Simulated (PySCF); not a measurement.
Geometry:
```
atom   x (Å)   y (Å)   z (Å)
  C1   2.813  -0.055   0.068
  C2   1.319  -0.050   0.016
  C3   0.558   0.618   0.970
  C4  -0.820   0.609   0.871
  C5  -1.417  -0.071  -0.189
  C6  -2.905  -0.118  -0.346
  N7  -0.696  -0.708  -1.100
  C8   0.621  -0.696  -0.998
  H9   3.163   0.025   1.095
 H10   3.210   0.793  -0.490
 H11   3.213  -0.965  -0.373
 H12   1.045   1.135   1.785
 H13  -1.430   1.117   1.603
 H14  -3.159  -0.703  -1.225
 H15  -3.306   0.889  -0.456
 H16  -3.365  -0.570   0.532
 H17   1.150  -1.238  -1.773
```

Geometry: GFN2-xTB; GIAO absolute shieldings from PySCF 2.14.0 with density-fitted response routines, gas phase, non-relativistic, averaged over equivalent atoms.

At KT2/6-31G-J (132 basis functions, 42 s wall time on 1 thread of an Intel Xeon Platinum 8488C, shared host):
```
      atoms  σ (ppm)
         C5     46.5
         C8     52.9
         C3     66.9
         C2     71.2
         C4     78.7
         C6    167.9
         C1    173.3
         N7    -59.6
        H17    24.52
        H12    25.81
        H13    25.88
H14/H15/H16    30.44
 H9/H10/H11    30.70
```

Predict the values at PBE0/cc-pVDZ on the same geometry.

Results:


| atoms | σ at PBE0/cc-pVDZ | change |
| --- | --- | --- |
| C5 | 43.8 | -2.7 |
| C8 | 51.2 | -1.7 |
| C3 | 63.8 | -3.1 |
| C2 | 68.4 | -2.8 |
| C4 | 76.6 | -2.1 |
| C6 | 173.2 | +5.3 |
| C1 | 178.6 | +5.3 |
| N7 | -59.1 | +0.5 |
| H17 | 23.11 | -1.41 |
| H12 | 24.24 | -1.57 |
| H13 | 24.56 | -1.32 |
| H14/H15/H16 | 29.19 | -1.25 |
| H9/H10/H11 | 29.49 | -1.21 |

The largest change is at C6 (methyl carbon on an aromatic ring). Cost: 157 basis functions, 35 s wall time on 1 thread of an Intel Xeon Platinum 8488C, shared host. The order of the carbon signals is the same at both levels.
